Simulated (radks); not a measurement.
Task: These are the eigenvalues of the occupied orbitals of an atom or ion with whole-number occupations (eV). All-electron calculation, non-relativistic Kohn-Sham, PBE, spin-unpolarised, spherical densities, point nucleus. Program: a radial shooting solver on a logarithmic mesh with Libxc functionals.

1s: -308.4194
2s: -40.3609

Which element is it, and in what charge state? The configuration may be excited.

Result: Z = 6, carbon, charge +2: C2+ in [He] 2s2. The 1s level, -11.334 hartree, gives Z - s = 4.8 by -(Z - s)^2/2, which with screening narrows Z to a few neighbours, and the depths must fix Z and the occupations together.
